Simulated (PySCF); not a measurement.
Species: C₂H₉BN₂OSi.
Z-matrix (Å and degrees, PBE0-D3(BJ)/def2-SVP geometry), rows numbered from 1:
```
Si
O   1  1.6567
B   2  1.3722  1  135.26
N   3  1.4290  2  127.66  1    -6.00
C   4  1.4492  3  108.81  2   171.56
C   5  1.5383  4  103.56  3    22.04
N   3  1.4238  2  124.42  1   174.56
H   1  1.4976  2  111.04  3    11.74
H   1  1.4905  2  108.97  3   131.87
H   1  1.4923  2  109.73  3  -108.57
H   4  1.0095  3  126.53  2    19.65
H   5  1.1088  4  111.83  3   -96.24
H   5  1.1030  4  113.06  3   142.68
H   6  1.1032  5  111.25  4  -148.39
H   6  1.1089  5  109.94  4    93.10
H   7  1.0092  3  125.42  2    18.37
```

Level: PBE0/def2-SVPD in PySCF, non-relativistic, on one gas-phase PBE0-D3(BJ)/def2-SVP geometry that isn't relaxed in the solvent. The solvent is an IEF-PCM continuum (van der Waals radii × 1.2), and excitations are vertical TDDFT with non-equilibrium linear response and a frozen core. The model holds no explicit solvent molecules, cavitation or dispersion.

Gas-phase singlets (H = HOMO, L = LUMO):

```
state  E (eV)  λ (nm)      f  leading configuration
   S1   5.324     233  0.000                H→L 95%
   S2   5.983     207  0.001              H→L+1 78%
   S3   6.306     197  0.001              H→L+2 56%
   S4   6.548     189  0.001              H→L+3 32%
   S5   6.686     185  0.011              H-1→L 61%
```

How does the list change in acetone (ε = 20.49)?

```tsv
state	E (eV)	λ (nm)	f	leading configuration	change by rank (eV)
S1	5.294	234	0.000	H→L 96%	-0.030
S2	6.055	205	0.001	H→L+1 75%	+0.072
S3	6.429	193	0.003	H→L+2 56%	+0.123
S4	6.581	188	0.003	H-1→L 53%	+0.033
S5	6.723	184	0.020	H→L+3 62%	+0.037
```

How do the frontier levels move from gas to acetone?

| orbital | gas (eV) | solvent (eV) | change (eV) | Löwdin shares, gas | Löwdin shares, solvent |
| --- | --- | --- | --- | --- | --- |
| LUMO+2 | 1.03 | 1.14 | +0.11 | Si1 26 %, C6 13 %, H14 7 %, H15 7 % | Si1 26 %, C6 12 %, C5 7 %, H10 6 % |
| LUMO+1 | 0.67 | 0.76 | +0.09 | Si1 32 %, H8 11 %, H9 9 %, H10 9 % | Si1 36 %, H8 11 %, H9 10 %, H10 10 % |
| LUMO | 0.12 | 0.11 | -0.01 | B3 29 %, Si1 26 %, H8 7 %, O2 7 % | B3 30 %, Si1 27 %, O2 8 %, H10 7 % |
| HOMO | -6.27 | -6.24 | +0.03 | N7 33 %, N4 31 %, C6 7 %, C5 6 % | N7 32 %, N4 31 %, C6 7 %, C5 6 % |
| HOMO-1 | -7.65 | -7.65 | 0.00 | N4 23 %, N7 21 %, O2 18 %, B3 9 % | N4 22 %, N7 22 %, O2 17 %, B3 9 % |
| HOMO-2 | -8.87 | -8.90 | -0.03 | O2 38 %, Si1 21 %, H8 19 %, H10 6 % | O2 35 %, Si1 22 %, H8 20 %, H10 7 % |
| HOMO-3 | -9.25 | -9.27 | -0.02 | Si1 29 %, H9 21 %, O2 15 %, H10 14 % | Si1 30 %, H9 22 %, O2 15 %, H10 15 % |

The HOMO–LUMO gap goes from 6.39 to 6.35 eV.

Hardware: an Intel Xeon at 2.50 GHz with one thread, shared host with 64 logical CPUs at a one-minute load of 60. Cost: 67 s, 1.0 GiB resident at most. This is the whole response run at PBE0/def2-SVPD in acetone, SCF included.
